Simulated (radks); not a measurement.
The neodymium ion Nd+ inside a hard spherical wall (all orbitals vanish at R), configuration held at [Xe] 4f4 6s1 and not refilled when levels cross. Method: scalar-relativistic Kohn-Sham, PBEsol, spin-polarised, spherical densities, point nucleus; open shells are filled with parallel spins first (spin-orbit coupling, left out, can overturn this in heavy ions); computed with a radial shooting solver on a logarithmic mesh with Libxc functionals. Eigenvalues in eV for spin up, with the zero of energy where the potential of the charges vanishes at infinity; a dash marks a level that is unbound or too diffuse for the functional's potential to be trusted. A positive occupied level is held by the wall or, in an anion where self-interaction has pushed it up, behind a barrier. The pressure on the wall is -dE/dV.

| R (bohr) | E (hartree) | kinetic (hartree) | e(5s) | e(5p) | e(6s) | e(4f) | e(5d, empty) | e(6p, empty) | pressure (GPa) |
|---|---|---|---|---|---|---|---|---|---|
| free | -9620.3595 | 10238.944 | -47.131 | -28.592 | -8.608 | -8.549 | -7.728 | -5.506 | 0 |
| 20 | -9620.3595 | 10238.944 | -47.131 | -28.592 | -8.608 | -8.549 | -7.728 | -5.506 | < 0.0001 |
| 15 | -9620.3595 | 10238.944 | -47.131 | -28.592 | -8.608 | -8.549 | -7.728 | -5.505 | < 0.0001 |
| 12 | -9620.3595 | 10238.944 | -47.128 | -28.589 | -8.605 | -8.546 | -7.725 | -5.489 | 0.000768 |
| 10 | -9620.3590 | 10238.949 | -47.102 | -28.564 | -8.581 | -8.521 | -7.704 | -5.395 | 0.0139 |
| 8 | -9620.3543 | 10238.987 | -46.939 | -28.407 | -8.377 | -8.360 | -7.558 | -4.871 | 0.219 |
| 6 | -9620.3114 | 10239.219 | -46.231 | -27.739 | -6.924 | -7.633 | -6.781 | -2.150 | 3.43 |
| 4 | -9619.8393 | 10241.339 | -42.848 | -24.480 | 5.015 | -3.683 | -1.617 | 14.942 | 105 |
| 3 | -9617.8936 | 10249.616 | -34.445 | -15.185 | 38.708 | 6.587 | 12.552 | 55.908 | 1120 |
